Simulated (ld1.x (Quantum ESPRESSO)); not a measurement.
# Before and after: TM potential for Te (Z = 52)

tellurium (Te), norm-conserving Troullier–Martins (Kleinman–Bylander form), made with ld1.x (Quantum ESPRESSO) 7.5 (PBEsol, scalar-relativistic). Core [Kr] 4d10, reference 5s2 5p4. Waves: 5s (bound): rc 1.55 bohr; 5p (bound): rc 2.30 bohr; 5d channel at -0.1 Ry: rc 2.25 bohr. Local part: all-electron potential smoothed inside 1.20 bohr (lloc = -1). Core correction: none.

All-electron outer shells of the reference configuration (PBEsol, scalar-relativistic, ld1.x):

| shell | level (eV) | outermost node (bohr) | outermost maximum (bohr) |
| --- | --- | --- | --- |
| 4p | -114.23 | 0.38 | 0.74 |
| 4d | -41.59 | 0.36 | 0.81 |
| 5s | -15.15 | 0.91 | 1.80 |
| 5p | -5.97 | 1.00 | 2.17 |

Change: all radii scaled by about 1.39 (s 2.16, p 3.20, d 3.14 bohr); local potential all-electron potential smoothed inside 1.66 bohr (lloc = -1).

Cutoffs: the cutoffs (Ry, on a coarse ladder) from which the occupation-weighted sum of valence levels, in a spherical-Bessel basis at the reference potential, stays within 10 and 1 mRy of its value at 400 Ry; they do not see the model core or the augmentation charge, which bear on the density cutoff. Errors are all-electron minus pseudo energies relative to the spin-unpolarised reference configuration.

Question: Predict the effect on cutoff, ghosts and configuration errors.

Answer: The potential gets softer (35 Ry and 70 Ry → 25 Ry and 35 Ry); the bound ghosts move from p, s to s; of the 7 tests that both files solve, the error grows in 4 and shrinks in 3 by more than 15 % and 0.3 meV (median size 6.2 → 22.3 meV). A larger radius leaves more room for a smooth pseudo-wave, so fewer plane waves are needed.

| quantity | base | changed |
| --- | --- | --- |
| cutoff, loose | 35 Ry | 25 Ry |
| cutoff, tight | 70 Ry | 35 Ry |
| loose cutoff by channel (10 mRy a level) | s 30 Ry, p 6 Ry | s 21 Ry, p 6 Ry |
| bound ghosts | s, p | s |
| error for 5s2 5p3, meV [ΔE 9.75 eV] | -6.2 | -1.8 |
| error for 5s2 5p2, meV [ΔE 27.72 eV] | -26 | -22 |
| error for 5s2 5p1, meV [ΔE 54.68 eV] | -58 | -122 |
| error for 5s2 5p4.3, meV [ΔE -1.47 eV] | +0.1 | +0.6 |
| error for 5s1 5p4, meV [ΔE 19.63 eV] | +4.0 | +43 |
| error for 5s2 5p0, meV [ΔE 91.20 eV] | -65 | -423 |
| error for 5s2 5p3.5, meV [ΔE 3.91 eV] | -1.8 | -0.6 |

 A true bound ghost makes a file unfit for plane-wave use even where its test errors are small: the radial tests pick states by their node count and pass the ghost by.
